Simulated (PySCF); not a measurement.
C₂H₇PSi.
SMILES with atom numbers: `[H]/[P:4]=[C:2](/[CH3:1])[SiH3:3]` (hydrogens: H5, H6, H7 on C1; H8, H9, H10 on Si3; H11 on P4)

Method: PBE0-D3(BJ)/def2-SVP geometry optimisation, gas phase in PySCF 2.14.0; density fitting, grid level 1; the optimiser is geomeTRIC in internal coordinates, started from a GFN2-xTB structure.

Step 0: E = -19337.1714 eV
```
atom  x, y, z in Å  |  force x, y, z in eV/Å
C1      1.5001   -0.2999   -0.2721   -0.325   0.230   0.043
C2      0.2186    0.4579   -0.0952   -0.054   0.054   0.014
Si3    -1.3011   -0.5808    0.3304    0.631   0.712  -0.204
P4      0.2490    2.1290   -0.3007    0.421  -0.242  -0.062
H5      2.3294    0.3583   -0.5295    0.353   0.187  -0.108
H6      1.3902   -1.0479   -1.0587    0.036  -0.334  -0.298
H7      1.7527   -0.8330    0.6456    0.152  -0.261   0.331
H8     -1.5812   -1.4700   -0.8010   -0.157  -0.426  -0.390
H9     -0.9966   -1.3785    1.5217    0.060  -0.387   0.456
H10    -2.4429    0.2984    0.5833   -0.483   0.270   0.101
H11    -1.1127    2.3692   -0.0497   -0.635   0.198   0.118
```

Task: Estimate the geometry and energy of step 1. (The exact step hangs on the optimiser's Hessian estimate; all steps are aligned on step 0, rigid shifts and turns removed.)

Result: E = -19337.2274 eV, largest force 0.176 eV/Å
```
atom  x, y, z in Å  |  force x, y, z in eV/Å
C1      1.5189   -0.3016   -0.2846    0.057  -0.053  -0.006
C2      0.2361    0.4574   -0.1011   -0.089   0.034   0.014
Si3    -1.2935   -0.5509    0.3162   -0.012  -0.067   0.040
P4      0.2394    2.1315   -0.2685   -0.130   0.041   0.012
H5      2.3615    0.3513   -0.5647   -0.021  -0.008   0.009
H6      1.4132   -1.0777   -1.0640    0.001   0.033   0.021
H7      1.7937   -0.8332    0.6445   -0.013   0.014  -0.033
H8     -1.5935   -1.5181   -0.7896    0.019   0.035   0.000
H9     -1.0326   -1.3675    1.5471   -0.008   0.030  -0.018
H10    -2.4798    0.3259    0.5432    0.033   0.005  -0.014
H11    -1.1578    2.3857   -0.0045    0.162  -0.064  -0.023
```

The energy changes by -0.0560 eV. The first-order estimate −F·Δx gives -0.1281 eV and the mean of the old and new forces, exact on a quadratic surface, -0.0563 eV. The step makes an angle of 62° with the force vector and moves no atom by more than 0.066 Å.

What follows is the cost of the whole optimisation. The run took 9.4 s on one thread of an Arm Neoverse V2, no GPU, shared host with 96 logical CPUs at a one-minute load of 38, and the process peaked at 0.51 GiB of memory.
